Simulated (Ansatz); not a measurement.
`N#CCC(F)(F)F` → `N#CCF` + `F[C]F` at 700 K and 1 bar (difluorocarbene loss).

Isolated molecules relaxed with PBE0-D4/def2-TZVP in Ansatz; ΔE leaves out vibrations. CCSD(T)/CBS is the MP2 limit (def2-TZVPP, def2-QZVPP) plus CCSD(T) − MP2 in def2-TZVPP, frozen cores. This one scheme is used for every species.

```csv
species,CCSD(T)/CBS energy (Eh),H − E (kJ/mol),S (J/(mol·K))
`N#CCC(F)(F)F`,-469.42520,207.0,443.4
`N#CCF`,-231.76125,144.9,336.6
`F[C]F`,-237.54028,47.1,278.6
```

H − E and S are ideal-gas, rigid-rotor, harmonic terms from PBE0-D4/def2-TZVP. 1 Eh = 2625.50 kJ/mol, R = 8.31446 J/(mol·K).

Task: By hand: ΔE, ΔH, ΔS and ΔG.

Result: ΔE = (-231.76125) + (-237.54028) − (-469.42520) = 0.12367 Eh = 324.7 kJ/mol. Δ(H − E) = 144.9 + 47.1 − 207.0 = -15.0, so ΔH = 309.7 kJ/mol. ΔS = 336.6 + 278.6 − 443.4 = 171.8 J/(mol·K). ΔG = 309.7 − 700 × (171.8)/1000 = 189.4 kJ/mol.

Task: By hand: the equilibrium constant, and the temperature at which ΔG would vanish if ΔH and ΔS stayed fixed.

Result: log₁₀ K = −ΔG/(RT ln 10) = -14.1. ΔG = 0 at ΔH/ΔS = 1803 K.

The number of gas molecules changes by +1, which sets the sign of ΔS. A doubt of 5 kJ/mol in ΔE shifts log₁₀ K by 0.4 here. These are equilibria of isolated gas molecules and say nothing of rates. Largest T1 diagnostic: 0.017 (customary marks: 0.02 for closed shells, 0.045 for open ones).
